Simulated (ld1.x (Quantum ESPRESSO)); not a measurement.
## Transferability test, TM potential for antimony (Sb)

- Element: Sb (Z = 51)
- Generator: ld1.x (Quantum ESPRESSO) 7.5
- Type: norm-conserving Troullier–Martins (Kleinman–Bylander form)
- Functional: LDA (PZ)
- Relativity: scalar-relativistic
- Frozen core: [Kr] 4d10
- Valence charge: 5
- Reference configuration: 5s2 5p3
- Partial waves: 5s (bound): rc 1.40 bohr; 5p (bound): rc 2.25 bohr
- Local potential: all-electron potential smoothed inside 1.65 bohr (lloc = -1)
- Core correction: a·sin(br)/r model core inside 0.70 bohr

Energies are relative to the spin-unpolarised reference configuration 5s2 5p3; without spin polarisation the order of configurations can differ from experiment. Spin-polarised rows fill each open shell by Hund’s rule, majority spin first.

Question: Give the all-electron excitation energy and the error of the potential for: 5s2 5p2; 5s2 5p1; 5s2 5p0; 5s0 5p5; 5s2 5p3.3; 5s1 5p3; 5s1 5p0; 5s2 5p3 (spin-polarised); 5s2 5p2 (spin-polarised).

Answer:

```
   valence configuration  charge  ΔE all-electron (eV)  error AE − PS (meV)
                 5s2 5p2      +1                 8.521                 -4.9
                 5s2 5p1      +2                24.774                  -41
                 5s2 5p0      +3                49.559                 -190
                 5s0 5p5       0                16.646                  -83
               5s2 5p3.3    -0.3                -1.207                 +0.3
                 5s1 5p3      +1                17.339                  -33
                 5s1 5p0      +4                94.375                 -596
5s2 5p3 (spin-polarised)       0                -1.092                 -2.1
5s2 5p2 (spin-polarised)      +1                 7.930                 -9.7
```

Note: ghost states, extra bound levels that the all-electron valence spectrum of the same l lacks: s at -37.3 eV, d at -4.4 eV. A true bound ghost makes a file unfit for plane-wave use.
